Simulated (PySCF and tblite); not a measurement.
Values are calculated unless marked as measured or tabulated.
C3H6BrF, numbered as in [CH3:1][C@H:2]([F:3])[CH2:4][Br:5].

First level. The ensemble was built from 60 distance-geometry starts (ETKDG and KDG, MMFF94s, GFN2-xTB) and rests on PBE0-D3(BJ)/def2-SVP geometries. Weights use B3LYP-D3(BJ)/def2-SVP energies plus GFN2-xTB zero-point and thermal terms (modes under about 100 cm⁻¹ blended into free rotors). Symmetry numbers and mirror images are counted. Conformers within 3 kcal/mol (GFN2-xTB free energy) were kept, 2 at most. GIAO shieldings: WP04/pcSseg-1. Shifts are against TMS (¹H), TMS (¹³C), CFCl3 (¹⁹F) at the same level; of two unlike H on one atom, a is the less shielded. (PySCF 2.14, tblite 0.8.)

It gives, at 298.15 K, with 2 conformers (largest weight 81 %): ¹H: 4.35 (H2, 1H), 3.37 (H4a, 1H), 2.97 (H4b, 1H), 1.42 (H1, 3H) ppm. ¹³C: 94.0 (C2), 47.3 (C4), 21.2 (C1) ppm. ¹⁹F: -186.5 (F3) ppm.

Second level: PBE0-D3(BJ)/def2-SVP geometries, energies BHandHLYP-D3(BJ)/pcSseg-1, SCF tolerance 1e-07, shieldings BHandHLYP/pcSseg-1, SCF tolerance 1e-07, on up to 2 of the same conformers.

Q: How do the averaged shifts change?

A: 
| signal | first | second | change (ppm) |
| --- | --- | --- | --- |
| H1 | 1.42 | 1.43 | 0.01 |
| H2 | 4.35 | 4.29 | -0.06 |
| H4a | 3.37 | 3.44 | 0.07 |
| H4b | 2.97 | 2.97 | 0.00 |
| C1 | 21.2 | 20.2 | -1.1 |
| C2 | 94.0 | 88.4 | -5.6 |
| C4 | 47.3 | 43.7 | -3.6 |
| F3 | -186.5 | -174.7 | 11.8 |

The largest weight becomes 85 %.

Spin–orbit effects of the heavy atoms on shieldings are missing. At a carbon that bears Br the missing effect is some 10 ppm, beside I tens of ppm. Unscaled ¹⁹F shifts at such levels can be off by tens of ppm; differences between conformers or isomers are more reliable. Shifts are unscaled: against experiment ¹³C can be off by 15 ppm or more and ¹H by 0.8 ppm. For its torsions the set is small; conformers may be missing.
